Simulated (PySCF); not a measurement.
Job file and geometry (Å, from GFN2-xTB) of an NMR shielding run on `C#CC[Si@@](C)(CC)O[SiH3]`, C$_{6}$H$_{14}$OSi$_{2}$, PySCF 2.14.0, density-fitted response routines, GIAO PBE0/pcSseg-1 NMR shielding, non-relativistic, gas phase; density fitting, a coarse starting grid and PySCF grid level 2 are the driver's defaults:

```
$ OMP_NUM_THREADS=1 python probes_run.py task.json out

{"job": {"kind": "nmr", "xc": "PBE0", "basis": "pcSseg-1"}, "charge": 0, "multiplicity": 1}
C      2.386912    -0.657039     2.155220
C      1.965118    -0.807609     1.044779
C      1.437402    -0.972879    -0.286766
Si    -0.140370     0.087995    -0.563750
C     -0.754130    -0.126971    -2.350760
C     -1.477825    -0.331444     0.727209
C     -1.947929    -1.781904     0.673243
O      0.264796     1.656122    -0.385757
Si     0.955481     2.974821     0.253462
H      2.771856    -0.535508     3.122998
H      2.207438    -0.680219    -1.003989
H      1.222559    -2.030187    -0.452829
H     -1.052545    -1.151923    -2.546808
H      0.014354     0.135972    -3.071242
H     -1.612308     0.509207    -2.542892
H     -2.337895     0.325942     0.587019
H     -1.089735    -0.122511     1.725697
H     -1.121954    -2.458119     0.879046
H     -2.726548    -1.964932     1.411551
H     -2.350133    -2.020141    -0.308579
H     -0.152062     3.843212     0.650758
H      1.780065     2.581200     1.392616
H      1.752700     3.553899    -0.827209
```

Task: Write the output of this run.

Result: 
```
coarse grid: 19536 points
cycle   1  E = -890.4030482833  dE =  8.302e-01  |g| = 9.008e-01  |ddm| = 4.405e+00
cycle   2  E = -890.2369353214  dE =  1.661e-01  |g| = 1.301e+00  |ddm| = 1.976e+00
cycle   3  E = -890.5607174372  dE = -3.238e-01  |g| = 1.821e-01  |ddm| = 1.365e+00
cycle   4  E = -890.5673561397  dE = -6.639e-03  |g| = 3.877e-02  |ddm| = 1.790e-01
cycle   5  E = -890.5676766132  dE = -3.205e-04  |g| = 1.421e-02  |ddm| = 3.697e-02
cycle   6  E = -890.5677146129  dE = -3.800e-05  |g| = 6.855e-03  |ddm| = 1.504e-02
cycle   7  E = -890.5677255594  dE = -1.095e-05  |g| = 1.825e-03  |ddm| = 5.593e-03
cycle   8  E = -890.5677264092  dE = -8.498e-07  |g| = 2.276e-04  |ddm| = 1.714e-03
final grid: 177520 points
cycle   9  E = -890.6318592050  dE = -3.524e-05  |g| = 1.109e-02  |ddm| = 3.631e-02
cycle  10  E = -890.6318367253  dE =  2.248e-05  |g| = 1.549e-02  |ddm| = 2.021e-02
cycle  11  E = -890.6318852732  dE = -4.855e-05  |g| = 2.029e-03  |ddm| = 1.252e-02
cycle  12  E = -890.6318861131  dE = -8.399e-07  |g| = 3.948e-04  |ddm| = 1.723e-03
cycle  13  E = -890.6318861373  dE = -2.421e-08  |g| = 2.409e-04  |ddm| = 4.558e-04
cycle  14  E = -890.6318861511  dE = -1.385e-08  |g| = 3.939e-05  |ddm| = 1.846e-04
cycle  15  E = -890.6318861515  dE = -3.320e-10  |g| = 9.809e-06  |ddm| = 4.395e-05
converged SCF energy = -890.6318861515

GIAO shielding tensors (ppm)
atom      isotropic    diamagn.    paramagn.     s11        s22        s33       span
  0 C      112.925     259.365    -146.441     37.750     43.356    257.669    219.919
  1 C      100.929     264.065    -163.135      1.857      8.926    292.005    290.149
  2 C      179.707     256.776     -77.069    168.834    174.243    196.044     27.210
  3 Si     342.911     881.589    -538.678    318.563    341.549    368.622     50.058
  4 C      188.095     256.278     -68.183    181.946    185.951    196.388     14.441
  5 C      175.811     257.178     -81.367    166.338    173.038    188.056     21.717
  6 C      178.268     247.596     -69.328    173.127    173.611    188.065     14.938
  7 O      305.516     401.772     -96.256    243.168    333.805    339.576     96.408
  8 Si     391.705     881.034    -489.329    353.339    357.795    463.980    110.641
  9 H       30.433      35.485      -5.053     24.916     25.211     41.170     16.254
 10 H       29.984      29.843       0.141     25.001     29.147     35.804     10.802
 11 H       30.109      30.593      -0.484     25.927     28.700     35.701      9.775
 12 H       31.833      31.720       0.113     27.238     29.976     38.286     11.048
 13 H       31.573      31.037       0.536     27.217     29.248     38.254     11.037
 14 H       31.574      31.300       0.275     27.505     28.653     38.565     11.060
 15 H       30.971      33.683      -2.712     26.291     29.844     36.777     10.486
 16 H       30.398      35.310      -4.912     26.721     29.092     35.382      8.661
 17 H       30.899      31.367      -0.468     25.676     30.584     36.437     10.761
 18 H       30.407      28.516       1.891     25.191     27.500     38.531     13.340
 19 H       31.026      30.611       0.415     25.865     30.291     36.922     11.057
 20 H       26.554      29.915      -3.361     22.713     24.793     32.155      9.442
 21 H       26.222      31.096      -4.874     21.774     26.488     30.404      8.631
 22 H       26.567      29.337      -2.770     22.841     24.637     32.224      9.383
```

Task: Turn these shieldings into chemical shifts. Referencing at the same level of theory: $^{13}$C (186.93 ppm) and $^{29}$Si (349.16 ppm) and $^{1}$H (31.72 ppm) against TMS; $^{17}$O (336.08 ppm) vs H2O.

Result: Averaging equivalent atoms: C 1: 86.0; C 0: 74.0; C 5: 11.1; C 6: 8.7; C 2: 7.2; C 4: -1.2; Si 3: 6.2; Si 8: -42.5; O 7: 30.6; H 20/21/22: 5.27; H 10: 1.73; H 11: 1.61; H 16: 1.32; H 9: 1.28; H 17/18/19: 0.94; H 15: 0.75; H 12/13/14: 0.06 ppm. Experimental scales use liquid or dissolved standards, which lie at an offset from isolated H2O (liquid H2O: subtract about 36 ppm).

Size and cost of the density-fitted run: 237 basis functions, 2.9 min wall time on 1 thread of an Intel Xeon, shared host; peak memory 1.1 GiB.
